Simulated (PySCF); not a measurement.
Se(Cl)(NMe2) (C₂H₆ClNSe), SMILES CN(C)[Se]Cl. Geometry: PBE-D3(BJ)/def2-SVP. Other conformers were not sampled.

Computed equilibrium geometry at PBE-D3(BJ)/def2-SVP (PySCF confirms it by a frequency run) as a Z-matrix, and its point group (one conformer of several):
point group Cs.
```
N
C 1 1.4593
H 2 1.1053 1 109.78
H 2 1.1107 3 108.99 1 119.78
H 2 1.1148 3 108.54 4 117.83
C 1 1.4593 2 114.54 3 174.37
H 6 1.1053 1 109.78 2 -174.37
H 6 1.1107 7 108.99 1 -119.78
H 6 1.1148 7 108.54 8 -117.83
Se 1 1.8019 2 118.20 3 -39.10
Cl 10 2.2958 1 104.46 2 -72.65
```
Charge 0, spin multiplicity 1.
